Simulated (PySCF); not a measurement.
C2H5O, SMILES [CH2]OC, multiplicity 2. Atoms are numbered in the order given.

```xyz
8

C      1.2133    -0.1639    -0.0129
O      0.0025     0.0577     0.5462
C     -1.0909     0.0633    -0.3598
H      1.3441     0.0463    -1.0685
H      2.0354    -0.1087     0.6836
H     -0.9498     0.8279    -1.1306
H     -1.2011    -0.9147    -0.8368
H     -1.9829     0.2912     0.2192
```
Charge 0, spin multiplicity 2.

Geometry: B3LYP-D3(BJ)/def2-TZVP. The isomer is the one that the SMILES or the coordinates give; other isomers of the formula were not compared.

Computed with TDA-PBE/def2-SVPD in PySCF.

Vertical excitations. The molecule is in vacuum.

Question: Give excitation energies, oscillator strengths and character. (Estimate from the structure and the level; the computed values follow.)

Answer: 
```json
[
 {"state": "root 1", "energy (eV)": "3.83", "λ (nm)": "323", "f": "0.018", "main pairs": "α HOMO→LUMO 100 %"},
 {"state": "root 2", "energy (eV)": "4.60", "λ (nm)": "269", "f": "0.004", "main pairs": "α HOMO→LUMO+1 99 %"},
 {"state": "root 3", "energy (eV)": "4.83", "λ (nm)": "257", "f": "0.003", "main pairs": "α HOMO→LUMO+2 99 %"},
 {"state": "root 4", "energy (eV)": "5.43", "λ (nm)": "228", "f": "0.006", "main pairs": "α HOMO→LUMO+3 99 %"},
 {"state": "root 5", "energy (eV)": "5.67", "λ (nm)": "219", "f": "0.020", "main pairs": "α HOMO→LUMO+4 51 %, β HOMO→LUMO 44 %"},
 {"state": "root 6", "energy (eV)": "5.86", "λ (nm)": "212", "f": "0.019", "main pairs": "α HOMO→LUMO+4 40 %, β HOMO→LUMO 29 %, β HOMO−1→LUMO 24 %"},
 {"state": "root 7", "energy (eV)": "6.06", "λ (nm)": "204", "f": "0.009", "main pairs": "α HOMO→LUMO+5 78 %, β HOMO−1→LUMO 21 %"},
 {"state": "root 8", "energy (eV)": "6.27", "λ (nm)": "198", "f": "0.047", "main pairs": "α HOMO→LUMO+6 29 %, α HOMO→LUMO+5 11 %, α HOMO→LUMO+4 6 %, β HOMO−1→LUMO 38 %, β HOMO→LUMO 12 %"},
 {"state": "root 9", "energy (eV)": "6.37", "λ (nm)": "195", "f": "0.025", "main pairs": "α HOMO→LUMO+6 69 %, β HOMO−1→LUMO 12 %, β HOMO→LUMO 10 %"},
 {"state": "root 10", "energy (eV)": "6.66", "λ (nm)": "186", "f": "0.034", "main pairs": "α HOMO→LUMO+7 98 %"}
]
```
Unrestricted roots are not spin-pure.
